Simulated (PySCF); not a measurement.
C$_{3}$H$_{8}$Si, charge +1, doublet, geometry from GFN2-xTB (a state made from the parent by changing its charge; the spin is typed, not shown lowest). Base run: B3LYP/3-21G (PySCF).

Here is a job for PySCF.
```python
from pyscf import gto, scf, dft

mol = gto.M(
    atom='''
C     1.058338    0.477277    0.971104
C     0.965020   -0.698687    0.011919
Si   -0.842119   -0.379769   -0.772707
C    -0.318791    0.990116    0.581044
H     1.863183    1.167646    0.738062
H     1.135847    0.184821    2.013771
H     1.689762   -0.659652   -0.796696
H     0.945722   -1.665050    0.508312
H    -1.879580   -1.310922   -0.349899
H    -0.850387    0.079794   -2.155050
H    -0.299120    1.956646    0.084993
H    -1.043160    0.951249    1.390001
''',
    basis='3-21g',
    charge=1,
    spin=1,
    verbose=4,
)

mf = dft.UKS(mol)
mf.xc = 'b3lyp'
mf.kernel()
```

Variants of this job, named by their change:

```csv
change,E (Eh),HOMO (eV),<S^2>,core-seconds (rough)
base,-406.10146,-13.32,0.752,9
functional = m06l,-406.07416,-12.50,0.753,20
functional = b97-1,-406.01630,-13.29,0.752,8
functional = mn12l,-405.79618,-12.41,0.753,20
functional = wb97x,-406.03738,-15.92,0.753,10
functional = revpbe,-405.98620,-12.31,0.752,10
functional = r2scan,-405.96023,-12.69,0.753,20
functional = bhandhlyp,-405.99665,-14.71,0.755,10
"functional = lda,vwn",-403.79451,-12.30,0.751,5
functional = m062x,-405.97599,-14.56,0.752,10
functional = scan,-406.02994,-12.73,0.754,20
functional = b3lyp; dispersion = d3zero,-406.10694,-13.32,0.752,10
functional = o3lyp,-406.03053,-12.87,0.752,7
```

Total energies compare only within one method and basis.

Open shells are given as the SCF converged; they aren't shown to be the lowest states, and a large step between rows can be another state.
